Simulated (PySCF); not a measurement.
This PySCF input asks for the NMR shieldings of `CCC[Si@](F)(CC)CCl`, C$_{6}$H$_{14}$ClFSi; the geometry comes from GFN2-xTB.

```python
import basis_set_exchange as bse
import numpy as np
from pyscf import gto, dft
from pyscf.prop import nmr

atoms = """
C    -3.446035    0.851977    0.130867
C    -1.944484    0.865960    0.389368
C    -1.297327   -0.472427    0.028657
Si    0.556590   -0.542377    0.424221
F     0.712218   -0.503152    2.049683
C     1.588196    0.893706   -0.273621
C     3.088295    0.750257   -0.012935
C     1.292700   -2.248498   -0.030576
Cl    1.385033   -2.426395   -1.804824
H    -3.887532    1.812397    0.386549
H    -3.927941    0.082665    0.730222
H    -3.650575    0.647542   -0.917992
H    -1.759297    1.081910    1.442885
H    -1.484000    1.661891   -0.198369
H    -1.809263   -1.263970    0.580192
H    -1.468621   -0.673889   -1.029467
H     1.424458    0.988425   -1.347567
H     1.240300    1.825531    0.175824
H     3.283507    0.630830    1.049886
H     3.485987   -0.116068   -0.534951
H     3.621625    1.631933   -0.362554
H     0.687678   -3.076444    0.331694
H     2.303737   -2.374819    0.348763
"""
names = dict.fromkeys(["C", "Si", "F", "Cl", "H"], "pcSseg-1")
basis = {el: gto.basis.parse(bse.get_basis(n, elements=[el], fmt="nwchem")) for el, n in names.items()}
mol = gto.M(atom=atoms, basis=basis, charge=0, verbose=0)
mf = dft.RKS(mol, xc="PBE0")
mf.grids.level = 2
mf.grids.alignment = dft.numint.BLKSIZE   # the property module wants whole blocks of grid points
mf.conv_tol = 1e-9
mf.kernel()

calc = nmr.RKS(mf)   # GIAO
C = mf.mo_coeff
Co = C[:, mf.mo_occ > 0]
resp = mf.gen_response(singlet=True, hermi=2)
def vind(x):   # induced exchange potential for any number of trial vectors
    d = np.einsum("pi,xij,qj->xpq", C, 2 * x.reshape(-1, C.shape[1], Co.shape[1]), Co, optimize=True)
    return np.einsum("xpq,pi,qj->xij", resp(d - d.transpose(0, 2, 1)), C, Co, optimize=True).ravel()
mo1, _ = nmr.rhf.solve_mo1(calc, with_cphf=vind)
sigma = calc.kernel(mo1)
for i, s in enumerate(sigma):   # ppm
    w = np.linalg.eigvalsh((s + s.T) / 2)
    print("%2d %-2s iso %8.1f  s11 %8.1f  s22 %8.1f  s33 %8.1f" % (i, mol.atom_pure_symbol(i), w.mean(), *w))
```

Task: What are the results?

Result: 
```
 0 C  iso    166.1  s11    151.8  s22    158.4  s33    188.2
 1 C  iso    167.3  s11    160.0  s22    168.7  s33    173.2
 2 C  iso    166.6  s11    152.3  s22    164.8  s33    182.8
 3 Si iso    320.8  s11    280.1  s22    328.4  s33    353.8
 4 F  iso    371.6  s11    353.4  s22    377.0  s33    384.5
 5 C  iso    179.8  s11    170.9  s22    180.8  s33    187.6
 6 C  iso    179.3  s11    173.1  s22    175.9  s33    188.9
 7 C  iso    156.5  s11    133.2  s22    142.5  s33    193.8
 8 Cl iso    969.3  s11    873.6  s22    924.0  s33   1110.4
 9 H  iso     30.3  s11     25.3  s22     27.5  s33     38.2
10 H  iso     30.8  s11     26.6  s22     28.9  s33     36.8
11 H  iso     30.8  s11     26.6  s22     29.2  s33     36.5
12 H  iso     30.2  s11     24.3  s22     31.4  s33     35.1
13 H  iso     30.5  s11     24.1  s22     32.0  s33     35.5
14 H  iso     31.1  s11     26.1  s22     31.3  s33     35.8
15 H  iso     30.9  s11     26.0  s22     31.6  s33     35.2
16 H  iso     30.9  s11     27.2  s22     29.5  s33     36.1
17 H  iso     30.8  s11     24.8  s22     30.9  s33     36.7
18 H  iso     30.6  s11     25.7  s22     29.2  s33     36.9
19 H  iso     30.6  s11     24.8  s22     30.9  s33     36.2
20 H  iso     30.4  s11     24.8  s22     27.6  s33     38.7
21 H  iso     28.8  s11     23.4  s22     27.6  s33     35.4
22 H  iso     28.6  s11     24.1  s22     27.2  s33     34.5
```

These numbers come from an equivalent density-fitted implementation of the same equations, which agrees with the script to about 0.01 ppm for H and up to a few tenths of a ppm for heavy atoms, so last digits may differ.

Task: Turn these shieldings into chemical shifts. δ = σ(ref) − σ, references computed at the same level: $^{13}$C (σ = 186.93 ppm), $^{29}$Si (σ = 349.16 ppm), $^{1}$H (σ = 31.72 ppm) vs TMS; CFCl3 for $^{19}$F (σ = 170.95 ppm); $^{35}$Cl (σ = 949.78 ppm) vs HCl.

Result: Averaging equivalent atoms: C 7: 30.4; C 0: 20.8; C 2: 20.3; C 1: 19.6; C 6: 7.7; C 5: 7.2; Si 3: 28.4; F 4: -200.7; Cl 8: -20; H 22: 3.15; H 21: 2.94; H 12: 1.47; H 13: 1.19; H 18/19/20: 1.18; H 9/10/11: 1.08; H 17: 0.93; H 16: 0.82; H 15: 0.80; H 14: 0.63 ppm. Unscaled 19F shifts against computed CFCl3 carry errors that often reach 10 to 50 ppm.

Size and cost of the density-fitted run: 237 basis functions, 75 s wall time on 1 thread of an Arm Neoverse V1, shared host; peak memory 1.1 GiB.
